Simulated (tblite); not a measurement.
Compound: C4H10OPSi (doublet state).
Atom-mapped SMILES: `[CH3:1][C:2]1[O:3][Si@@H:4]([PH2:5])[C@@H:6]1[CH3:7]` (hydrogens: H8, H9, H10 on C1; H11 on Si4; H12, H13 on P5; H14 on C6; H15, H16, H17 on C7)

Structure used (GFN2-xTB), in Å, numbered top down from 1:
```
atom  x, y, z in Å
C1    -1.5219   -1.2013    1.4340
C2    -0.5803   -0.1910    0.9074
O3     0.7520   -0.2378    1.3387
Si4    1.4161    0.2418   -0.1169
P5     2.5851   -1.4345   -1.0352
C6    -0.4705    0.2977   -0.5045
C7    -1.0971    1.6610   -0.7656
H8    -1.3563   -1.3394    2.5004
H9    -1.3903   -2.1755    0.9442
H10   -2.5471   -0.8761    1.2653
H11    2.0652    1.5434    0.0565
H12    3.0724   -0.6564   -2.0702
H13    3.6986   -1.1977   -0.2486
H14   -0.8655   -0.4227   -1.2285
H15   -0.7384    2.3888   -0.0422
H16   -0.8482    2.0119   -1.7650
H17   -2.1809    1.5999   -0.6797
```

Calculated harmonic vibrations of the isolated species, GFN2-xTB (tblite), most abundant isotopes, no scaling. Against measured fundamentals such values can be off by several per cent, at times by over 20. Modes of hydrogen on phosphorus and silicon can be 10 to 20 % off. One conformer, not necessarily the lowest. Open shells enter through the occupations alone, without spin polarisation, and single modes of such species can be off by tens of per cent.

Harmonic wavenumbers (cm⁻¹): 47.6, 74.6, 90.8, 101.3, 149.5, 193.5, 219.5, 233.1, 304.6, 414.0, 466.5, 532.4, 565.0, 638.7, 652.6, 695.3, 700.8, 801.1, 819.8, 942.7, 978.9, 993.0, 1061.8, 1098.8, 1128.6, 1140.1, 1189.3, 1253.2, 1315.7, 1381.8, 1404.8, 1457.3, 1465.0, 1495.2, 1503.8, 2231.8, 2305.8, 2385.3, 2862.6, 2889.9, 3011.5, 3016.9, 3023.5, 3031.4, 3038.6.

A = 2669, B = 1178, C = 974.6 MHz; mass 133.024 u (most abundant isotopes); point group C1, symmetry number 1; spin multiplicity 2.

Q: What is the zero-point energy?

A: Half the sum of the wavenumbers: 27654 cm⁻¹ = 330.82 kJ/mol.

Q: Give the ideal-gas entropy at 350 K and 1 bar in the rigid-rotor, harmonic-oscillator model (classical rotation).

A: Translation 173.18, rotation 123.51, vibration 152.95, spin (R ln 2) 5.76: S = 455.4 J/(mol K).

Q: And Cp and H(350 K) − H(0)?

A: Cp = 177.90 J/(mol K), of which vibrations give 144.64 (their classical limit is 45 R = 374.2); H(350 K) − H(0) = 38.77 kJ/mol without the zero-point energy, 27.13 from vibrations.

Q: How do the functions run with temperature in this model?

A: 
| T (K) | S (J/(mol K)) | Cp (J/(mol K)) | H − H(0) (kJ/mol) | G − H(0) (kJ/mol) | ln q(vib) |
| --- | --- | --- | --- | --- | --- |
| 100 | 302.2 | 84.5 | 5.82 | -24.40 | 1.98 |
| 200 | 372.6 | 122.5 | 16.19 | -58.33 | 4.94 |
| 300 | 429.4 | 160.0 | 30.32 | -98.49 | 7.73 |
| 500 | 527.0 | 224.1 | 69.07 | -194.41 | 12.96 |
| 800 | 647.0 | 286.3 | 146.44 | -371.18 | 20.12 |
| 1000 | 714.0 | 313.6 | 206.57 | -507.43 | 24.45 |

q(vib) and H(0) count from the zero-point level.

Q: Which modes carry the vibrational entropy at 350 K?

A: 47.6 cm⁻¹: 21.89; 74.6 cm⁻¹: 18.17; 90.8 cm⁻¹: 16.56; 101.3 cm⁻¹: 15.66; 149.5 cm⁻¹: 12.49; 193.5 cm⁻¹: 10.43 J/(mol K); the other 39 give 57.74 together.

Q: What must be added to the electronic energy to get the Gibbs energy at 350 K and 1 bar?

A: ZPE + [H(350 K) − H(0)] − T·S = 330.82 + 38.77 − 159.39 = 210.20 kJ/mol.

Q: Blend soft modes into free rotors: weight 1/[1 + (100 cm⁻¹/ν̃)⁴] for the oscillator and the rest for a rotor with moment μB/(μ + B), μ = h/(8π²ν), B = 10⁻⁴⁴ kg m². What vibrational entropy results?

A: 139.85 J/(mol K) in place of 152.95, which changes −T·S at 350 K by +4.58 kJ/mol.

Hindered rotation and anharmonicity are outside this model. Other conformers, if any are populated, would add a mixing term that is left out. The structure is chiral; the term R ln 2 for an equal mix with its mirror image is left out.
